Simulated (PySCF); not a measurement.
H₅P. Atoms are numbered in the order given.

```xyz
6

P      0.0000     0.0000     0.0000
H      0.0000     0.0000     1.4812
H      0.0000     0.0000    -1.4812
H      1.4274     0.0000     0.0000
H     -0.7137     1.2362     0.0000
H     -0.7137    -1.2362     0.0000
```
Charge 0, spin multiplicity 1.

The structure is a stationary point at PBE0-D3(BJ)/def2-TZVPD.

Method: PBE/def2-TZVPD in PySCF.

Symmetry labels are those of the subgroup C2v that the program uses (full group D3h).

Computed valence orbital energies around the gap with their symmetry:
```json
[
 {"orbital": "HOMO−7", "symmetry": "B1", "energy (eV)": "-124.01"},
 {"orbital": "HOMO−6", "symmetry": "A1", "energy (eV)": "-124.01"},
 {"orbital": "HOMO−5", "symmetry": "B2", "energy (eV)": "-123.90"},
 {"orbital": "HOMO−4", "symmetry": "A1", "energy (eV)": "-16.94"},
 {"orbital": "HOMO−3", "symmetry": "A1", "energy (eV)": "-10.44"},
 {"orbital": "HOMO−2", "symmetry": "B1", "energy (eV)": "-10.44"},
 {"orbital": "HOMO−1", "symmetry": "B2", "energy (eV)": "-9.93"},
 {"orbital": "HOMO", "symmetry": "A1", "energy (eV)": "-5.04"},
 {"orbital": "LUMO", "symmetry": "A1", "energy (eV)": "-0.99"},
 {"orbital": "LUMO+1", "symmetry": "B1", "energy (eV)": "-0.21"},
 {"orbital": "LUMO+2", "symmetry": "A1", "energy (eV)": "-0.21"},
 {"orbital": "LUMO+3", "symmetry": "B2", "energy (eV)": "1.65"}
]
```
